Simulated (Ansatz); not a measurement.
The same path of a periodic cell of 33 atoms, Al (host Al, host structure fcc, interstitial Al) was run twice with different band settings. Lost on the way: Al10–Al33, Al14–Al33, Al16–Al19, Al17–Al33, Al19–Al29, Al26–Al33. Made: Al12–Al33, Al14–Al16, Al14–Al26, Al19–Al33, Al20–Al33, Al26–Al27.

These are results of Ansatz, DFT PBE-D3(BJ), scalar-relativistic, plane waves, PAW, not measurements. Settings: cutoff 420 eV, k mesh 3x3x3, gaussian smearing 0.05 eV, no spin polarisation.

Relaxed end points:

```xyz
33
Lattice="8.1000 0.0000 0.0000 0.0000 8.1000 0.0000 0.0000 0.0000 8.1000" Properties=species:S:1:pos:R:3
Al 4.061 0.001 -0.041
Al 6.102 2.059 0.033
Al 5.964 0.002 2.025
Al -0.005 0.002 -0.118
Al 2.011 2.036 0.010
Al 4.032 4.051 -0.120
Al 6.103 6.042 0.034
Al 2.149 0.002 2.025
Al 4.032 1.906 2.025
Al 5.546 4.050 2.024
Al 4.061 0.001 4.090
Al 6.104 2.061 4.016
Al 6.039 0.001 6.074
Al 0.021 4.050 -0.458
Al 2.010 6.066 0.011
Al 0.021 1.567 2.024
Al 2.425 4.050 2.024
Al 4.032 6.196 2.025
Al -0.005 0.002 4.167
Al 2.009 2.037 4.040
Al 4.032 4.051 4.169
Al 6.105 6.041 4.015
Al 2.069 0.001 6.074
Al 4.061 1.985 6.074
Al 5.964 4.051 6.076
Al 0.021 6.541 2.024
Al 0.021 4.050 4.516
Al 2.008 6.065 4.039
Al -0.005 1.908 6.076
Al 2.149 4.051 6.076
Al 4.061 6.116 6.074
Al -0.005 6.194 6.076
Al -0.088 4.055 2.030
```

```xyz
33
Lattice="8.1000 0.0000 0.0000 0.0000 8.1000 0.0000 0.0000 0.0000 8.1000" Properties=species:S:1:pos:R:3
Al 4.062 -0.042 -0.005
Al 5.964 2.028 0.008
Al 6.091 0.023 2.047
Al -0.004 -0.123 0.008
Al 2.150 2.028 0.008
Al 4.062 4.087 -0.005
Al 6.040 6.067 -0.005
Al 2.023 0.001 2.026
Al 4.034 2.028 1.902
Al 6.106 4.017 2.063
Al 4.034 -0.124 4.052
Al 5.550 2.011 4.040
Al 6.102 0.034 6.046
Al -0.004 4.163 0.008
Al 2.069 6.067 -0.005
Al 0.021 2.011 1.591
Al 2.008 4.040 2.040
Al 4.062 6.067 1.983
Al 0.021 -0.422 4.040
Al 2.429 2.011 4.040
Al 4.034 4.165 4.052
Al 5.964 6.086 4.052
Al 2.013 0.012 6.068
Al 4.034 2.028 6.192
Al 6.117 4.007 6.031
Al -0.004 6.086 1.903
Al 0.021 4.555 4.040
Al 2.150 6.086 4.052
Al 0.021 2.011 6.566
Al 1.997 4.029 6.053
Al 4.062 6.067 6.113
Al -0.004 6.086 6.191
Al -0.083 2.082 4.089
```

Common settings: spring 5.0 eV/Å²; optimiser quadratic models (default); end points relaxed.

| run | movable images | climbing image | start path | force threshold | iteration limit |
| --- | --- | --- | --- | --- | --- |
| 1 | 7 | yes | IDPP | 0.03 eV/Å | 43 |
| 2 | 2 | no | default | 0.05 eV/Å | 50 |

Q: What does each run give, and how far can it be trusted?

A: Run 1: converged after 27 iterations, highest image 0.564 eV above the first end. The profile has 2 maxima (images 4, 7) with wells between them (image 6): this band takes more than one step, which may be the mechanism or a detour left from its start path. By the program's own check the climbing image is a first-order saddle point (lowest curvatures found: -0.57 and 0.28 eV/Å²).
Run 2: converged after 5 iterations, highest image 0.606 eV above the first end. No image climbed, so the highest image needn't sit at the top of the path.
Limits of this set-up: coarse k mesh, a small cell, in which the defect meets its images.
